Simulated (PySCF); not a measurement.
Compound: C7H11P.
Cartesian coordinates in Å at the GFN2-xTB level; atoms count from 1:
```
atom  x, y, z in Å
C1     2.667   -0.593   -0.455
C2     1.720    0.275   -0.107
C3     0.309   -0.025    0.004
C4    -0.660    0.891    0.191
C5    -0.534    2.372    0.327
P6    -2.348    0.171    0.280
C7    -1.592   -1.520    0.434
C8    -0.180   -1.445   -0.146
H9     3.699   -0.296   -0.522
H10    2.456   -1.622   -0.690
H11    2.007    1.296    0.108
H12   -0.924    2.686    1.296
H13   -1.137    2.862   -0.439
H14    0.493    2.715    0.232
H15   -2.510    0.123   -1.121
H16   -2.214   -2.274   -0.051
H17   -1.553   -1.757    1.501
H18   -0.190   -1.700   -1.210
H19    0.483   -2.149    0.361
```

Definitions: NICS(0) = −σiso at the ring centroid; NICS(1) = −σiso and NICS(1)zz = −σzz at ±1 Å along the ring normal z. Level: GIAO PBE0/pcSseg-1 (PySCF, non-relativistic, gas phase) on the GFN2-xTB geometry, one conformer.

Ring bond lengths (Å), with Mayer bond orders in brackets: C3–C4 1.346 (1.67), C4–P6 1.837 (0.95), P6–C7 1.859 (0.98), C7–C8 1.529 (1.03), C8–C3 1.509 (1.04).

**Question.** What do the NICS probes read (ppm)?

**Answer.** 
| ring | type | NICS(0) | NICS(1), two faces | NICS(1)zz, two faces | rms pucker (Å) | centre to ring atoms, mean (Å) |
| --- | --- | --- | --- | --- | --- | --- |
| C3–C4–P6–C7–C8 | 5-membered ring with P; formal bonds 1 double, 4 single | -2.7 | -4.4 / -2.6 | -3.1 / 0.2 | 0.12 | 1.36 |

**Question.** What do they say, and how far can they be read as aromaticity?

**Answer.** 
- C3–C4–P6–C7–C8: mean NICS(1)zz -1.4 ppm, near zero. C7, C8 have four or more neighbours, so the value isn't read as a sign of a π ring current. The two faces differ by 3.3 ppm, so no symmetry operation interchanges them.

**Question.** At the first NICS(1) probe listed for ring C3–C4–P6–C7–C8, 1 Å off the ring, how large is the induced field along the normal in 11.7 T applied along it?

**Answer.** NICSzz × B0 = -3.1 ppm × 11.7 T = -36 μT, against the applied field.

**Question.** List the ring angles and the Hirshfeld charges of the ring atoms.

**Answer.** 
- C3–C4–P6–C7–C8: C3 114.9° (-0.007 e), C4 113.6° (-0.041 e), P6 89.3° (+0.099 e), C7 107.4° (-0.111 e), C8 107.9° (-0.072 e); sum 533.2° against 540° for a flat convex ring.

**Question.** How shielded are the nuclei of the rings and their hydrogens (means over atoms taken as equivalent)?

**Answer.** 
| atoms | environment | σ isotropic (ppm) | principal values of the symmetric part, first atom (ppm) |
| --- | --- | --- | --- |
| C3 | fully substituted alkene carbon | 35.1 | -59.7, 35.8, 129.3 |
| C4 | fully substituted alkene carbon | 40.2 | -45.6, 30.4, 135.7 |
| P6 | phosphine phosphorus | 378.0 | 247.5, 424.8, 461.5 |
| C7 | sp3 carbon bound to phosphorus | 164.2 | 142.7, 168.4, 181.4 |
| C8 | allylic carbon | 144.9 | 114.7, 157.3, 162.8 |
| H15 | P–H hydrogen | 27.54 | 24.2, 25.7, 32.7 |
| H16 (×2) | methylene hydrogen | 29.90 | 25.3, 27.3, 37.1 |
| H18 (×2) | methylene hydrogen | 28.84 | 24.4, 28.1, 34.1 |
